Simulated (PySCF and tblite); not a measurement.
The numbers below are computed, except where a source is named.
## Dynamics report: rotation

System: C2H3BN2O3, numbered as in [OH:1][B:2]([OH:3])[c:4]1[n:5][cH:6][o:7][n:8]1.

Motion: rotation about the B2–O3 bond (torsion O1–B2–O3–H from 180° to 360°, rising). Level: PBE0/pcSseg-1 + D3(BJ), IEF-PCM dimethylsulfoxide on PBE0-D3(BJ)/def2-SVP stationary points, with GFN2-xTB thermal terms. Rate constants are transition-state-theory values, counting equivalent paths, without tunnelling. Programs: tblite and PySCF.

```json
{"point": "start", "symmetry": "Cs", "E(GFN2) kcal/mol": "0.0", "E(DFT) kcal/mol": "0.0", "ZPE change kcal/mol": "0.00", "lowest mode cm⁻¹": "69", "dipole D": "4.19"}
{"point": "saddle", "symmetry": "C1", "E(GFN2) kcal/mol": "9.7", "E(DFT) kcal/mol": "9.6", "ZPE change kcal/mol": "-1.24", "lowest mode cm⁻¹": "678i", "dipole D": "3.02"}
{"point": "end", "symmetry": "Cs", "E(GFN2) kcal/mol": "-1.2", "E(DFT) kcal/mol": "0.3", "ZPE change kcal/mol": "0.04", "lowest mode cm⁻¹": "45", "dipole D": "1.03"}
```

- Electronic barrier: 9.6 kcal/mol
- Barrier with zero-point energy: 8.4 kcal/mol
- ΔH‡ (298 K): 8.3 kcal/mol
- ΔS‡ (298 K, symmetry apart): -0.1 cal/(mol K)
- Paths: 2 equivalent paths
- End point: a different minimum
- Mean lifetime of the start against this motion at 298 K: 110 ns
- Cost: 3.3 min on 1 thread of Arm Neoverse V2, on a host shared with other jobs (rough), peak memory 0.8 GiB, launched as `OMP_NUM_THREADS=1 python ens_run.py task.json out`

| T/K | ΔG‡ kcal/mol | k s⁻¹ | ΔG kcal/mol | k back s⁻¹ |
| --- | --- | --- | --- | --- |
| 200 | 8.3 | 6190 | 0.3 | 1.3×10⁴ |
| 250 | 8.4 | 5.2×10⁵ | 0.3 | 9.1×10⁵ |
| 298 | 8.4 | 9.2×10⁶ | 0.3 | 1.5×10⁷ |
| 350 | 8.4 | 8.6×10⁷ | 0.3 | 1.3×10⁸ |
| 400 | 8.4 | 4.3×10⁸ | 0.3 | 6.2×10⁸ |

ΔG and ΔG‡ leave out symmetry numbers and mirror images; rates count paths: 2 out, 2 back.
